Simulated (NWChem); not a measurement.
C2H7FOSi; SMILES CC[Si@@H](O)F

Program: NWChem. Pople sets run with spherical d functions. B3LYP is NWChem's, with the RPA form of VWN correlation. Each level has its own optimisation. Brackets give each atom's bonded neighbours. One conformer.

| level | r C–C (Å) | r C–H [C(CHHH)–H(C)] (Å) | r C–Si (Å) | r C–H [C(CHHSi)–H(C)] (Å) | dipole (D) |
|---|---|---|---|---|---|
| Hartree-Fock/6-31G* | 1.537 | 1.085 | 1.871 | 1.089 | 2.07 |
| Hartree-Fock/STO-3G | 1.543 | 1.087 | 1.864 | 1.085 | 1.32 |
| B3LYP/6-31G* | 1.540 | 1.096 | 1.875 | 1.099 | 2.24 |
| PBE0/def2-SVP | 1.528 | 1.101 | 1.866 | 1.105 | 2.23 |
